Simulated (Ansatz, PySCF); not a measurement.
Energy difference R1 + R2 → P1, each structure at its B3LYP-D3(BJ)/def2-TZVP stationary point, reached from a drawn start (curvature not checked).
P1: CH4O2 (SMILES OCO), charge 0, multiplicity 1.
R1, CH2O (SMILES C=O) (charge 0, multiplicity 1):
```xyz
4

O      0.000     0.000     1.193
C      0.000     0.000    -0.006
H      0.000     0.939    -0.594
H      0.000    -0.939    -0.594
```
R2: H2O (SMILES O), charge 0, multiplicity 1.

P less R. No zero-point or thermal terms.

Frozen-core correlation throughout.

Programs: Ansatz (Gaussian basis) for Hartree–Fock, density functionals and correlated methods; PySCF for the D3/D4 terms. All values are computed, each at the level named.

Problem. What is the computed reaction energy (B2PLYP-D3(BJ)/def2-TZVPPD)?

Solution. -13.2 kcal/mol

Problem. Estimate the reaction energy that PBE0-D4/def2-TZVPPD returns for this input.

Solution. -18.1 kcal/mol

Problem. Estimate the reaction energy that wB97X-V/def2-TZVPPD returns for this input.

Solution. -16.8 kcal/mol

Ansatz is a quantum-chemistry and plane-wave program.
